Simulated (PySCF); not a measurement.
Job for PySCF: D3(BJ) and D4 dispersion corrections on CH9GeN (a complex), monomers drawn apart or pushed together.

```python
from pyscf import gto
from pyscf.dispersion import dftd3, dftd4

mol = gto.M(
    atom='''
    Ge   -0.11633913   -0.18633466    0.27624176
    H    -0.49513572   -0.10737616   -1.21030358
    H     1.11741138   -1.08656079    0.44048816
    H    -1.28880555   -0.77367958    1.07495295
    H     0.20355214    1.22091648    0.80055634
    C    -0.41701479    0.64363454    4.65953288
    N     0.69665136   -0.24188197    4.32750776
    H    -0.03195989    1.52892364    5.16785358
    H    -1.08429423    0.13450746    5.35659849
    H    -1.01693801    0.98044942    3.80328103
    H     1.34692713    0.20808257    3.69535683
    H     0.37089716   -1.08602975    3.87338859
    ''',
    basis='def2-svp',
    charge=0, spin=0, verbose=0, max_memory=1800)
d3, d4 = {}, {}
for xc in ['hf', 'pbe', 'blyp', 'revpbe', 'tpss', 'r2scan', 'b3lyp', 'pbe0', 'bhlyp', 'camb3lyp', 'b2plyp']:
    d3[xc] = float(dftd3.DFTD3Dispersion(mol, xc=xc, version='d3bj', atm=False).get_dispersion()['energy'])
    print(f'D3(BJ) {xc:10s} {d3[xc]:14.8f} Eh')
for xc in ['hf', 'pbe', 'blyp', 'revpbe', 'tpss', 'r2scan', 'b3lyp', 'pbe0', 'bhlyp', 'camb3lyp', 'b2plyp']:
    d4[xc] = float(dftd4.DFTD4Dispersion(mol, xc={'camb3lyp': 'cam-b3lyp'}.get(xc, xc), atm=True).get_dispersion()['energy'])
    print(f'D4     {xc:10s} {d4[xc]:14.8f} Eh')
```

It printed:

```
D3(BJ) hf            -0.04681121 Eh
D3(BJ) pbe           -0.00586078 Eh
D3(BJ) blyp          -0.01192626 Eh
D3(BJ) revpbe        -0.01466529 Eh
D3(BJ) tpss          -0.00731292 Eh
D3(BJ) r2scan        -0.00180439 Eh
D3(BJ) b3lyp         -0.00973704 Eh
D3(BJ) pbe0          -0.00507792 Eh
D3(BJ) bhlyp         -0.00744570 Eh
D3(BJ) camb3lyp      -0.00459175 Eh
D3(BJ) b2plyp        -0.00446875 Eh
D4     hf            -0.01811995 Eh
D4     pbe           -0.00505150 Eh
D4     blyp          -0.01091957 Eh
D4     revpbe        -0.01658471 Eh
D4     tpss          -0.00678563 Eh
D4     r2scan        -0.00144277 Eh
D4     b3lyp         -0.00791441 Eh
D4     pbe0          -0.00432968 Eh
D4     bhlyp         -0.00564510 Eh
D4     camb3lyp      -0.00437576 Eh
D4     b2plyp        -0.00357615 Eh
```

The run finished.

Cost: around 0.020 core-seconds (rough).
